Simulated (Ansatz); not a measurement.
Basis sets compared for `CCCCCCCCCC[SeH]`. Total charge 0; singlet. Geometry PBE-D4/def2-SVP. Ansatz on 4 threads of Arm Neoverse V1 on a shared host; times are rough, and most runs start from earlier orbitals.

```xyz
33

C     2.8425   -3.6815    2.5295
C     1.6946   -2.8223    1.9970
C     1.2498   -3.2170    0.5836
C     0.0595   -2.4210    0.0318
C     0.3265   -0.9280   -0.1888
C    -0.8515   -0.1824   -0.8217
C    -0.5983    1.3127   -1.0319
C    -1.7828    2.0480   -1.6647
C    -1.5367    3.5351   -1.9578
C    -1.1318    4.3863   -0.7543
Se   -2.5044    4.2728    0.6833
H     3.7393   -3.6032    1.8794
H     2.5596   -4.7547    2.5682
H     3.1451   -3.3788    3.5525
H     1.9988   -1.7530    2.0112
H     0.8216   -2.8940    2.6846
H     2.1140   -3.1148   -0.1126
H     0.9921   -4.2996    0.5811
H    -0.8112   -2.5388    0.7169
H    -0.2588   -2.8722   -0.9342
H     1.2275   -0.8087   -0.8336
H     0.5840   -0.4403    0.7775
H    -1.1061   -0.6561   -1.7974
H    -1.7547   -0.3123   -0.1831
H    -0.3553    1.7749   -0.0493
H     0.3062    1.4496   -1.6684
H    -2.6704    1.9415   -1.0001
H    -2.0644    1.5442   -2.6154
H    -0.7258    3.6298   -2.7157
H    -2.4461    3.9717   -2.4245
H    -0.1651    4.0518   -0.3288
H    -1.0368    5.4500   -1.0449
H    -1.8607    5.3104    1.5304
```

Binding counts from free atoms (C triplet, Se triplet, H doublet) in the same basis, without a counterpoise term.

| level | functions | energy (Eh) | HOMO (eV) | LUMO (eV) | binding per atom (eV) | wall time |
| --- | --- | --- | --- | --- | --- | --- |
| PBE-D4/def2-SVP | 282 | -2794.3951 | -5.04 | -0.54 | 4.19 | 5.5 s |
| PBE0-D4/def2-SVP | 282 | -2794.5578 | -6.27 | 0.37 | 4.15 | 12 s |

Estimate the rows for PBE-D4/def2-TZVP (with forces), PBE0-D4/def2-TZVP.


| level | functions | energy (Eh) | HOMO (eV) | LUMO (eV) | binding per atom (eV) | wall time |
| --- | --- | --- | --- | --- | --- | --- |
| PBE-D4/def2-TZVP (with forces) | 490 | -2795.1083 | -5.24 | -0.79 | 4.15 | 13 s |
| PBE0-D4/def2-TZVP | 490 | -2795.2599 | -6.41 | 0.11 | 4.11 | 28 s |
